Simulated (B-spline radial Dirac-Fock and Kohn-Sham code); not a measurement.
**Photoemission from Co at 13000 eV, detector at θ = 90°, φ = 0°**

System: atomic cobalt, 1s2 2s2 2p6 3s2 3p6 3d7 4s2. These are calculated numbers from a radial B-spline solver; the model is Dirac-Hartree-Slater photoionisation with a Latter tail; cross sections with all multipoles, angular parameters from the dipole term and its interference with E2. Thresholds are tabulated edges, those marked * orbital energies of the model. For linearly polarised light dσ/dΩ = σ/(4π) [1 + β P₂(cos θ) + (δ + γ cos²θ) sin θ cos φ], with θ from the polarisation vector and φ the angle between the beam and the projection of the electron momentum on the plane normal to the polarisation. The dipole factor is 1 + βP₂ and the non-dipole term is the rest of the bracket. Open shells are filled statistically over j.

The run's input, task.json:

```json
{"items": [{
  "Z": 27,
  "q": 0,
  "cfg": [[1, 0, 2], [2, 0, 2], [2, 1, 6], [3, 0, 2], [3, 1, 6], [3, 2, 7], [4, 0, 2]],
  "A": 59,
  "rrms": 3.7875,
  "do": "xps",
  "hv": [58.3, 62.4, 63.1, 84.8, 100, 112.0, 115.0, 130.0, 150, 209.0, 349.0, 416.0, 657.0, 759.0, 796.0, 822.0, 929.0, 1030.0, 1253.6, 1360.0, 2520.0, 2984.4, 3580.0, 4000, 6740.0, 8047.8, 12000, 13000.0, 14100.0, 15000],
  "edges": {"K": 7709.0, "L1": 925.1, "L2": 793.2, "L3": 778.1, "M1": 101.0}
}]}
```

Command: `python xray2_run.py task.json out`

```csv
subshell,threshold (eV),σ (kb),β,γ,δ,dipole factor,non-dipole term,dσ/dΩ (kb/sr)
1s,7709.0,7.90,2.00,1.39,0.000,0.000,0.000,≈ 0
2s,925.1,0.593,2.00,1.90,0.000,0.001,0.000,≈ 0
2p1/2,793.2,0.0998,0.67,1.56,0.264,0.666,+0.264,0.00738
2p3/2,778.1,0.182,0.64,1.54,0.267,0.679,+0.267,0.0137
3s,101.0,0.0855,2.00,1.95,0.000,0.001,0.000,≈ 0
3p1/2,73.34*,0.0133,0.63,1.53,0.265,0.684,+0.265,0.00100
3p3/2,71.39*,0.0241,0.60,1.50,0.268,0.698,+0.268,0.00185
3d3/2,13.10*,0.000214,0.25,0.99,0.636,0.874,+0.636,2.57e-05
3d5/2,12.88*,0.000303,0.27,1.00,0.638,0.867,+0.638,3.63e-05
4s,7.50*,0.00513,2.00,1.96,0.000,0.001,0.000,≈ 0
```
